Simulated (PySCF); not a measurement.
Bond curve of GeTe

Set-up: PySCF, scalar-relativistic core potentials, basis sets Ge def2-SVP, Te def2-SVP with ECP28. Energies in eV from Ge + Te in their ground configurations at the same level. State: ¹Σ⁺ (singlet), closed shell.

All columns are r²SCAN. A positive dipole means Ge(−)Te(+).

| R (Å) | E (eV) | μ (D) | Mulliken charge on Ge (basis-dependent) | HOMO (eV) | LUMO (eV) | Mayer bond order | ⟨S²⟩ |
| --- | --- | --- | --- | --- | --- | --- | --- |
| 2.022 | -2.829 | 0.24 | 0.01 | -6.29 | -2.60 | 2.52 | 0.00 |
| 2.116 | -3.731 | -0.12 | 0.06 | -6.43 | -2.80 | 2.50 | 0.00 |
| 2.210 | -4.228 | -0.48 | 0.10 | -6.54 | -2.99 | 2.49 | 0.00 |
| 2.280 | -4.405 | -0.75 | 0.13 | -6.57 | -3.13 | 2.48 | 0.00 |
| 2.351 | -4.458 | -1.01 | 0.15 | -6.43 | -3.26 | 2.47 | 0.00 |
| 2.421 | -4.416 | -1.27 | 0.17 | -6.30 | -3.39 | 2.46 | 0.00 |
| 2.516 | -4.253 | -1.60 | 0.19 | -6.15 | -3.55 | 2.46 | 0.00 |
| 2.633 | -3.932 | -1.98 | 0.20 | -5.98 | -3.73 | 2.45 | 0.00 |
| 2.774 | -3.451 | -2.39 | 0.22 | -5.81 | -3.93 | 2.45 | 0.00 |
| 2.962 | -2.749 | -2.87 | 0.23 | -5.62 | -4.16 | 2.44 | 0.00 |

A fit through these points gives, at Re = 2.352 Å, μ = -1.02 D and dμ/dR = -3.69 D/Å; the reduced mass is 47.11 u.

How strong is the fundamental in the double-harmonic approximation, I = 42.26·(dμ/dR)²/μred km/mol?

I = 42.26·(-3.69)²/47.11 = 12.2 km/mol at r²SCAN.

These are scalar-relativistic numbers at best; spin–orbit coupling would shift them, the dissociation energy most.
